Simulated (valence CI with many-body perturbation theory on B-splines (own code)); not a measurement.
# Cd²⁴⁺: what each term of the Hamiltonian does

Calculated by configuration interaction combined with many-body perturbation theory (CI+MBPT): six valence electrons over a frozen Dirac-Fock core [Ar], a basis of 7 s, 7 p, 8 d, 6 f, 4 g, 1 h functions for each j, with the one-electron correlation potential Σ1 (screened to all orders), the two-electron term Σ2, the three-electron term Σ3, Breit, model QED; selected single and double excitations, second order for the rest, scaled by the run's own slope (own B-spline code, finite nucleus).

No measured levels were compared; by estimate terms of the open shell hold to 2 to 4 % of their energy, and close levels can change places. Core correlation moves these levels by up to 11000 cm⁻¹, and in measured spectra 5 to 20 % of such shifts remained as error; rates that hang on mixing are uncertain with them. Among the levels kept, up to 920 cm⁻¹ of a level comes from second order outside the variational space, and about a tenth of that is noise between levels of different J, which matters for small intervals. Only levels of the ground parity were solved; by the run's estimate the other parity begins above the list, which can be wrong where configurations are misplaced.

Each rung adds one term. CI alone is the Dirac-Coulomb CI over the frozen core; QED comes last and gives the full result, which names the levels. Energies are above 3d⁶ ⁵D_4 on the same rung, in cm⁻¹.

Names give the largest LS component (configuration and term), which can be under half, so a name can repeat, a term be missing and a line seem to break the LS rules; names also repeat where a configuration has a term twice. Letters in brackets count levels of one name in rising energy.

| Level | CI alone | Σ1 | Σ2 | Σ3 | Breit | QED | Full |
| --- | --- | --- | --- | --- | --- | --- | --- |
| 3d⁶ ⁵D_2 [a] | 31157 | +109 | -1179 | -876 | +1048 | +19 | 30278 |
| 3d⁶ ⁵D_3 | 36941 | +462 | +1052 | +495 | -831 | +148 | 38267 |
| 3d⁶ ⁵D_1 | 53184 | +528 | +721 | -64 | -29 | +160 | 54501 |
| 3d⁶ ⁵D_0 | 53525 | +426 | +203 | -232 | +508 | +120 | 54552 |
| 3d⁶ ³H_4 [a] | 82166 | +226 | -423 | -1095 | +33 | +43 | 80950 |
| 3d⁶ ³H_6 | 105652 | +454 | +1601 | -1964 | -3683 | +111 | 102172 |
| 3d⁶ ³H_5 | 105401 | +432 | +245 | -1140 | -2235 | +103 | 102806 |
| 3d⁶ ⁵D_2 [b] | 113011 | +731 | -665 | -1538 | -750 | +216 | 111005 |
| 3d⁶ ³F_3 [a] | 125195 | +557 | -1365 | -1095 | -1027 | +139 | 122404 |
| 3d⁶ ³F_2 [a] | 129904 | +555 | -2334 | -2224 | -530 | +135 | 125506 |
| 3d⁶ ³H_4 [b] | 148980 | +921 | +1532 | -1744 | -2784 | +263 | 147169 |
| 3d⁶ ¹S_0 [a] | 151324 | +740 | -1885 | +181 | -211 | +205 | 150353 |
| 3d⁶ ³G_4 | 164650 | +819 | -667 | -828 | -2772 | +216 | 161418 |
| 3d⁶ ³D_1 | 164656 | +758 | -4074 | +686 | -269 | +197 | 161955 |
| 3d⁶ ³G_5 | 166706 | +1028 | +1384 | -1121 | -4484 | +291 | 163804 |
| 3d⁶ ³D_2 | 168333 | +721 | -3413 | -85 | -1102 | +182 | 164636 |
| 3d⁶ ³D_3 | 179794 | +879 | -3497 | +1030 | -1817 | +236 | 176624 |
| 3d⁶ ³G_3 | 184131 | +1086 | -602 | -670 | -2786 | +296 | 181456 |
| 3d⁶ ¹I_6 | 188444 | +1038 | +2785 | -2340 | -5698 | +282 | 184510 |
| 3d⁶ ³P_0 [a] | 203115 | +468 | -8480 | -393 | +1120 | +68 | 195898 |
| 3d⁶ ³P_1 [a] | 204922 | +1382 | -958 | -2048 | -2703 | +397 | 200992 |
| 3d⁶ ¹F_3 | 211480 | +628 | -5680 | -720 | -513 | +127 | 205322 |
| 3d⁶ ¹G_4 [a] | 222645 | +1283 | -762 | -419 | -4408 | +348 | 218687 |
| 3d⁶ ¹D_2 [a] | 230961 | +1108 | -4192 | -2929 | -2332 | +290 | 222906 |
| 3d⁶ ³P_1 [b] | 252542 | +941 | -5848 | -22 | -282 | +228 | 247559 |
| 3d⁶ ³F_4 | 271439 | +1147 | -3192 | -658 | -3082 | +290 | 265943 |
| 3d⁶ ³F_2 [b] | 274831 | +1122 | -4162 | -492 | -1613 | +272 | 269959 |
| 3d⁶ ³P_0 [b] | 298845 | +2037 | -414 | -283 | -4624 | +595 | 296156 |
| 3d⁶ ³P_2 | 312413 | +1555 | -4914 | -671 | -3494 | +414 | 305303 |
| 3d⁶ ³F_3 [b] | 312111 | +1627 | -2963 | -534 | -4013 | +439 | 306668 |
| 3d⁶ ¹G_4 [b] | 315190 | +1320 | -3764 | -1662 | -3506 | +330 | 307907 |

The middle columns are the shifts that each term adds.

(1) How does the ionisation energy move along the ladder, and which term matters most?

## Answers

(1) CI alone 1223.7, + Σ1 1226.0, + Σ2 1237.2, + Σ3 1237.6, + Breit 1237.2, + QED 1237.2 eV. The largest step is Σ2, 11.3 eV. NIST lists 1237 ± 4 eV (theoretical).
